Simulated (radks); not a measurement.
Task: These are the eigenvalues of the occupied orbitals of an atom or ion with whole-number occupations (hartree). All-electron calculation, Dirac Kohn-Sham, Slater X-alpha with alpha = 0.738, spin-unpolarised, spherical densities, point nucleus. Program: a radial shooting solver on a logarithmic mesh with Libxc functionals.

orbital  eigenvalue
1s1/2     -1368.910
2s1/2     -216.7829
2p1/2     -204.3992
2p3/2     -190.3410
3s1/2     -45.98751
3p1/2     -40.76383
3p3/2     -38.04267
3d3/2     -28.83236
3d5/2     -28.25040
4s1/2      -9.19329
4p1/2      -7.28850
4p3/2      -6.71608
4d3/2      -3.59412
4d5/2      -3.49647
5s1/2      -1.44418
5p1/2      -0.94368
5p3/2      -0.86425
6s1/2      -0.26933

Which element is it, and in what charge state? The configuration may be excited. Open shells, if any, are shared by 2j + 1.

Result: Z = 56, barium, charge +1: Ba+ in [Xe] 6s1. The list shows which subshells hold electrons but not how many an open one holds; the 1s level, -1368.9 hartree, gives Z - s = 52.3 by -(Z - s)^2/2, which with screening and relativity narrows Z to a few neighbours, and the depths of the outer levels then fix element, charge and occupations together.
